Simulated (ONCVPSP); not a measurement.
# What one change does to a pseudopotential (Ce, ONCV)

| Item | Value |
| --- | --- |
| Element | cerium |
| Generator | ONCVPSP 4.0.1 |
| Type | optimised norm-conserving Vanderbilt (ONCV) |
| Functional | PBEsol |
| Relativity | scalar-relativistic |
| Frozen core | [Kr] 4d10 |
| Valence charge | 12 |
| Reference configuration | 4f1 5s2 5p6 5d1 6s2 |
| Partial waves | 5s+6s: rc 2.90 bohr, ncon 5, nbas 9, qcut 4.9 1/bohr, 2 projectors; 5p: rc 1.90 bohr, ncon 4, nbas 8, qcut 3.6 1/bohr, 2 projectors, debl 0.4 Ha; 5d: rc 3.60 bohr, ncon 4, nbas 9, qcut 4.7 1/bohr, 2 projectors, debl 0.4 Ha; 4f: rc 1.80 bohr, ncon 5, nbas 10, qcut 9.9 1/bohr, 2 projectors, debl 1.2 Ha |
| Local potential | polynomial inside 1.35 bohr (lpopt 1, dvloc0 4 Ha) |
| Core correction | polynomial model core, fcfact 0.45 |

In the p channel the program set the typed energies aside and used -0.854, 0.250 Ha.

Change: core [Kr] 4d10 4f1, valence charge 11; reference 5s2 5p6 5d1 6s1; waves now 5s+6s: rc 2.30 bohr, ncon 4, nbas 7, qcut 3.9 1/bohr, 2 projectors; 5p: rc 3.00 bohr, ncon 4, nbas 8, qcut 3.7 1/bohr, 2 projectors, debl 1.3 Ha; 5d: rc 4.00 bohr, ncon 4, nbas 9, qcut 4.7 1/bohr, 2 projectors, debl 0.9 Ha; local potential polynomial inside 2.10 bohr (lpopt 5, dvloc0 2 Ha). In the p channel the program set the typed energies aside and used -1.071, 0.050 Ha.

Cutoffs: the cutoffs (Ha) at which the residual kinetic energy of the hardest occupied pseudo-wave falls to 1 and 0.1 mHa per electron; they do not see the model core or the augmentation charge, which bear on the density cutoff. Errors are all-electron minus pseudo energies relative to the spin-unpolarised reference configuration.

Q: What does the change do?

A: The potential gets softer (42 Ha and 56 Ha → 7.4 Ha and 21 Ha); neither file shows a bound ghost. The shells moved into the core no longer need plane waves of their own. Several settings change at once here, so the effects cannot be laid on one of them.

| quantity | base | changed |
| --- | --- | --- |
| cutoff, loose | 42 Ha | 7.4 Ha |
| cutoff, tight | 56 Ha | 21 Ha |
| bound ghosts | none | none |
| GHOST(+) flags under 300 eV | s at 69.4 eV | none |
| largest error over its own tests, meV | -14 | -17 |
| rms error of d²Exc/dni dnj with the model core, mHa | 2.52 | 1.16 |
